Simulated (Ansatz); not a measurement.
A run on `C[Si](O)(F)[SiH3]` with other settings.

```yaml
crystal:
  periodic: [false, false, false]
  atoms:
    - {symbol: C, position_ang: [-1.777417, 0.093774, -0.115463]}
    - {symbol: Si, position_ang: [0.100815, 0.498493, 0.586385]}
    - {symbol: O, position_ang: [0.327725, -0.119017, 1.974513]}
    - {symbol: F, position_ang: [0.378192, 1.890317, 0.442953]}
    - {symbol: Si, position_ang: [1.601764, -0.501293, -0.847986]}
    - {symbol: H, position_ang: [-1.761500, 0.582376, -0.918616]}
    - {symbol: H, position_ang: [-2.458879, 0.633300, 0.627121]}
    - {symbol: H, position_ang: [-2.012038, -0.777293, -0.203676]}
    - {symbol: H, position_ang: [-0.250464, -0.083306, 2.664025]}
    - {symbol: H, position_ang: [1.529047, -0.122186, -2.371767]}
    - {symbol: H, position_ang: [1.467711, -2.037084, -0.957225]}
    - {symbol: H, position_ang: [3.055068, -0.345995, -0.434518]}
basis:
  gaussian: {orbitals: cc-pVDZ}
hamiltonian: {xc: {name: B97M-V}}
scf: {lower_state_search: full}
output: {forces: true}
```

```sh
$ ansatz run in.yaml --threads 4 --pin off --events-out ev --progress --plain --max-ram 10444MiB
```

It prints (some lines left out):

```
Functional definition: B97M-V
1333 factors; their error is unknown
mean field evaluation 1: about -21653.3421 eV, gradient 7.3e1 eV
mean field evaluation 2: about -21643.9861 eV, gradient 9.6e1 eV
mean field evaluation 4: about -21664.0618 eV, gradient 5.4e0 eV
mean field evaluation 8: about -21664.1253 eV, gradient 4.9e-2 eV
mean field evaluation 16: about -21664.0855 eV, gradient 5.7e-5 eV
mean field -21664.08546420 eV, -796.1404563647 hartree, gradient 9.1e-6 eV, S^2 0.000000; 0 other end points of the search recorded, 0 dependent functions left out
reference -21664.08552294 eV, -796.1404585235 hartree; 29, 29 occupied and 84, 84 virtual orbitals, 1333 factors
Total energy: -21664.08552294 eV, -796.1404585235 hartree
Atom 0 at    -1.777417     0.093774    -0.115463 Å, force     4.235006     8.505325     9.973157 eV/Å
Atom 1 at     0.100815     0.498493     0.586385 Å, force    -5.066352   -11.258918    -4.822029 eV/Å
Atom 2 at     0.327725    -0.119017     1.974513 Å, force     3.289379    -1.897877     2.115330 eV/Å
Atom 3 at     0.378192     1.890317     0.442953 Å, force     1.997555    12.381081    -0.781389 eV/Å
Atom 4 at     1.601764    -0.501293    -0.847986 Å, force     0.910379    -1.246716    -1.373286 eV/Å
Atom 5 at    -1.761500     0.582376    -0.918616 Å, force    -0.333862     4.291242    -7.360088 eV/Å
Atom 6 at    -2.458879     0.633300     0.627121 Å, force     0.564752    -0.696346    -0.978119 eV/Å
Atom 7 at    -2.012038    -0.777293    -0.203676 Å, force    -2.709110   -11.032534    -0.959962 eV/Å
Atom 8 at    -0.250464    -0.083306     2.664025 Å, force    -2.420479     0.097547     2.954719 eV/Å
Atom 9 at     1.529047    -0.122186    -2.371767 Å, force    -0.081195     0.109747     1.014854 eV/Å
Atom 10 at     1.467711    -2.037084    -0.957225 Å, force    -0.165578     0.563830     0.253035 eV/Å
Atom 11 at     3.055068    -0.345995    -0.434518 Å, force    -0.220494     0.183617    -0.036223 eV/Å
Dipole moment:    -0.454350     0.113822     0.448897 e Å
```

Hardware: 4 threads of an Arm Neoverse V1 on a shared host. Wall time 6.5 s, peak host memory 0.24 GiB.
